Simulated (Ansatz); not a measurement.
Cost and result for the atomization energy of FGeH$_{7}$Si$_{2}$, SMILES `F[SiH]([SiH3])[GeH3]` (11 atoms, 10 bonds).

Z-matrix (Å, degrees):
```
Si
Si 1 2.343
Ge 1 2.384 2 111.5
F 1 1.613 2 109.5 3 120.8
H 1 1.490 2 110.0 3 -121.7
H 2 1.489 1 107.8 3 60.8
H 2 1.487 1 110.2 3 -57.9
H 2 1.487 1 111.6 3 -179.4
H 3 1.539 1 108.8 2 -60.6
H 3 1.537 1 110.5 2 58.2
H 3 1.537 1 111.6 2 179.5
```

The species carries charge 0 and has multiplicity 1. Correlated methods include outer-core shells of Ge, which these sets cover unevenly. Scalar relativity is left out up to krypton. The structure was optimised at the PBE0-D4/def2-TZVP level. Program: Ansatz. All runs use 4 threads of an Arm Neoverse V1 on a shared host. Times are those of one run each, without the atoms' runs, and a repeat can differ threefold. Electronic energies, without spin–orbit coupling; frozen cores. CCSD(T)/CBS adds CCSD(T) − MP2 in def2-TZVPP to the MP2 limit, and its time is that of the two runs behind it. T1 = 0.013. With those shells the extrapolation isn't a true limit.

CCSD(T)/CBS is a level of theory with its own doubt, some kJ/mol a heavy atom from the limit and from the frozen cores, so smaller differences don't rank the functionals.

```csv
level,functions,wall time
revPBE-D4/def2-TZVPP,261,2.8 s
BLYP-D4/def2-TZVPP,261,2.8 s
PBE0-D4/def2-TZVPP,261,4.6 s
CAM-B3LYP-D4/def2-TZVPP,261,6 s
r2SCAN-D4/def2-TZVPP (with forces),261,6.5 s
r2SCANh-D4/def2-TZVPP,261,7.5 s
CCSD(T)/def2-SVP,117,8.5 s
ωB97X-V/def2-TZVPP,261,12 s
B97M-V/def2-TZVPP,261,14 s
ωB97M-V/def2-TZVPP (with forces),261,17 s
MP2/def2-QZVPP,496,32 s
CCSD(T)/def2-TZVPP,261,4.5 min
CCSD(T)/CBS(def2),–,5 min
```

What atomization energy does each give, and how far from CCSD(T)/CBS? (An estimate is asked.)

Ansatz gave: 
```tsv
level	atomization (kJ/mol)	difference from CCSD(T)/CBS	per bond
revPBE-D4/def2-TZVPP	3156.9	-108.3	-10.8
BLYP-D4/def2-TZVPP	3199.6	-65.6	-6.6
PBE0-D4/def2-TZVPP	3196.6	-68.6	-6.9
CAM-B3LYP-D4/def2-TZVPP	3254.5	-10.7	-1.1
r2SCAN-D4/def2-TZVPP (with forces)	3251.3	-13.9	-1.4
r2SCANh-D4/def2-TZVPP	3237.7	-27.5	-2.7
CCSD(T)/def2-SVP	3015.5	-249.7	-25.0
ωB97X-V/def2-TZVPP	3281.1	15.9	1.6
B97M-V/def2-TZVPP	3282.9	17.7	1.8
ωB97M-V/def2-TZVPP (with forces)	3234.3	-30.9	-3.1
MP2/def2-QZVPP	3211.9	-53.3	-5.3
CCSD(T)/def2-TZVPP	3186.9	-78.3	-7.8
CCSD(T)/CBS(def2)	3265.2	0.0	0.0
```

From PBE to PBE0 (25 % exact exchange), in def2-TZVPP and without D4, the atomization energy moves by −11.5 kJ/mol: exact exchange takes away binding that semilocal exchange gives to molecules. At CCSD(T), def2-SVP lies −249.7 kJ/mol from the extrapolated value and def2-TZVPP −78.2 kJ/mol: correlation converges slowly with the basis, and small sets miss more of it in the bonded molecule than in its fragments. The D4 term adds +38.9 kJ/mol with B3LYP and +20.6 kJ/mol with PBE0; it sums over pairs of atoms, weighted by their polarisabilities, and B3LYP, whose exchange is more repulsive, gets the larger term.

B3LYP here is the variant with VWN-RPA as its local correlation; programs differ in this.

For some Ge, Se and Sn compounds the MP2-based and the directly extrapolated limit differ by 10 to 25 kJ/mol.
